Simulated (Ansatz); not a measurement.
FGeH9Si3, SMILES `[F][Ge]([SiH3])([SiH3])[SiH3]` from Hartree–Fock to CCSD(T)

```xyz
14

F     0.8419   -0.7609    1.9863
Ge    0.1912   -0.1724    0.4514
Si   -1.7641    1.0794    1.0216
Si   -0.2914   -2.1298   -0.8336
Si    1.9209    1.1724   -0.5054
H    -2.7519    0.2069    1.7070
H    -2.3606    1.6004   -0.2380
H    -1.4062    2.2206    1.9027
H    -1.2968   -2.9703   -0.1338
H    -0.8434   -1.6944   -2.1450
H     0.9487   -2.9155   -1.0607
H     2.2352    2.3186    0.3857
H     1.4329    1.6874   -1.8133
H     3.1435    0.3577   -0.7250
```

Total charge 0; spin multiplicity 1. Correlated methods include outer-core shells of Ge, which these sets cover unevenly. Scalar relativity is left out up to krypton. Geometry: relaxed with PBE0-D4/def2-TZVP. Frozen core, restricted reference, the Gaussian-basis code of Ansatz.

| basis | HF (Eh) | MP2 corr. | CCSD corr. | (T) | CCSD(T) total |
| --- | --- | --- | --- | --- | --- |
| def2-SVP | ? | ? | -0.78998 | ? | ? |
| def2-TZVPP | -3046.96189 | -0.88803 | – | – | – |
| def2-QZVPP | ? | -1.20445 | – | – | – |

(1) Fill in the withheld values. (Estimate.)

Results:

(1) Ansatz gave: def2-SVP HF (Eh): -3046.25688; def2-SVP MP2 corr.: -0.71990; def2-SVP (T): -0.02001; def2-SVP CCSD(T) total: -3047.06687; def2-QZVPP HF (Eh): -3047.03537.
